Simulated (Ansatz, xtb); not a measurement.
Relative energy of two isomers of C4H6BClO2

Structure I: `ClCC1=COBOC1`, a singlet. Structure II: `C[B@-]1(Cl)OC=CC=[O+]1`, a singlet. Both are isolated molecules in the gas phase, relaxed with PBE-D3(BJ)/def2-SVP; the shapes shown needn't be the lowest conformers.

I (Å):

```xyz
14

C     1.2918   -1.9396   -1.7887
C     0.6528   -1.1421   -0.7095
C    -0.5117   -1.5291   -0.1436
C     1.3432    0.1129   -0.2379
B    -0.5665    0.3633    1.2688
Cl    2.9136   -2.6164   -1.2674
O    -1.1519   -0.8213    0.8357
O     0.6068    0.8200    0.7652
H     1.5134   -1.3256   -2.6851
H     0.6662   -2.8011   -2.0887
H    -1.0479   -2.4460   -0.4368
H    -1.1369    1.0024    2.1230
H     2.3464   -0.1415    0.1729
H     1.5201    0.8073   -1.0924
```

II (Å):

```tsv
atom	x (Å)	y (Å)	z (Å)
C	-1.1242	-1.7888	-0.1497
C	-0.3470	1.3081	-2.0512
C	1.0452	1.4044	-1.9342
C	1.6852	0.4173	-1.1744
B	-0.4603	-0.3514	-0.2287
Cl	-0.6465	0.7107	1.2821
O	-1.0593	0.4605	-1.3960
O	1.0573	-0.4672	-0.4828
H	-0.6922	-2.3758	0.6853
H	-2.2152	-1.7083	0.0288
H	-0.9732	-2.3656	-1.0865
H	-0.9093	1.9429	-2.7646
H	1.6173	2.1336	-2.5195
H	2.7892	0.3219	-1.1689
```

Which of the two would you expect CCSD(T)/def2-SVP + ΔMP2/def2-TZVPP electronic energies to favour?

Structure II; the calculation gives E(II) − E(I) = −0.657 eV.

The same difference at several levels:

```tsv
level	geometry	E(II) − E(I) (eV)	departure from the last row (eV)	job, with rough time for the two
GFN2-xTB	GFN2-xTB	+0.565	+1.222	optimisation, 0.24 s
HF/STO-3G	GFN2-xTB	−0.127	+0.530	single point, 0.42 s
r2SCAN-D4/def2-SVP	GFN2-xTB	−1.036	−0.380	single point, 3.8 s
PBE-D3(BJ)/def2-SVP	PBE-D3(BJ)/def2-SVP	−0.996	−0.340	optimisation, 29 s
HF/def2-SVP	PBE-D3(BJ)/def2-SVP	−0.677	−0.020	part of the CCSD(T) run
MP2/def2-SVP	PBE-D3(BJ)/def2-SVP	−0.824	−0.168	part of the CCSD(T) run
CCSD(T)/def2-SVP	PBE-D3(BJ)/def2-SVP	−0.762	−0.105	single point
CCSD(T)/def2-SVP + ΔMP2/def2-TZVPP	PBE-D3(BJ)/def2-SVP	−0.657		single point, 89 s
```

As drawn, II has 1 C–B, 1 B–Cl, 1 C=O, 1 C–H in place of 1 C–Cl, 1 C–C, 1 C–O, 1 B–H.

GFN2-xTB puts the two in the other order. The largest departure from CCSD(T)/def2-SVP + ΔMP2/def2-TZVPP is that of GFN2-xTB, 1.222 eV. The last row adds to CCSD(T) the change of the MP2 difference between the two basis sets, here +0.105 eV.

With thermal terms from frequencies at re-optimised GFN2-xTB minima (ideal gas, soft modes damped towards free rotors, one conformer each, 298.15 K, 1 atm): on the last row, ΔE + ΔZPE = −0.691, ΔH = −0.670, ΔG = −0.693 eV.

The correlated steps freeze 12 core orbitals. Mirror images aren't counted in ΔG. Programs: Ansatz 0.2.0, xtb 6.7.1; the last row on 4 threads of Arm Neoverse V2 on a shared host.
